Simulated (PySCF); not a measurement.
C₃H₄FNSi. Atoms are numbered in the order given.

```xyz
10

N      1.3947    -0.8739     2.3408
C      1.3105    -1.0631     1.2014
C      1.1645    -1.2548    -0.2235
C      0.2959    -0.5187    -0.9343
Si    -0.8011     0.8102    -0.1833
F     -1.7265     1.3746    -1.3996
H      1.7987    -2.0254    -0.6749
H      0.2337    -0.7120    -2.0126
H     -1.6850     0.2317     0.8578
H      0.0185     1.9285     0.3448
```

The structure is a stationary point at ωB97X-D3(BJ)/def2-SVP. The structure was generated by enumeration; whether it is a known compound was not checked. Other conformers were not sampled.

All values below come from TDA-PBE/def2-SVPD in PySCF.

Vertical excitations. 

```csv
state,energy (eV),λ (nm),f,main pairs
S1,5.37,231,0.005,HOMO−1→LUMO 91 %
S2,5.43,228,0.083,"HOMO−2→LUMO 54 %, HOMO→LUMO 36 %"
S3,5.77,215,0.000,HOMO−3→LUMO 90 %
S4,6.04,205,0.007,HOMO−4→LUMO 93 %
S5,6.12,202,0.185,"HOMO−2→LUMO 37 %, HOMO→LUMO 37 %, HOMO−5→LUMO 8 %"
S6,6.21,200,0.008,HOMO→LUMO+1 95 %
S7,6.99,177,0.002,HOMO→LUMO+2 98 %
S8,7.18,173,0.050,HOMO−1→LUMO+1 88 %
S9,7.30,170,0.000,HOMO−6→LUMO 97 %
S10,7.33,169,0.003,HOMO−2→LUMO+1 96 %
T1,3.57,347,0,HOMO→LUMO 97 %
T2,4.93,251,0,HOMO−1→LUMO 99 %
T3,5.26,236,0,HOMO−2→LUMO 97 %
T4,5.40,230,0,HOMO−3→LUMO 95 %
```
Triplets are in the Tamm–Dancoff approximation.
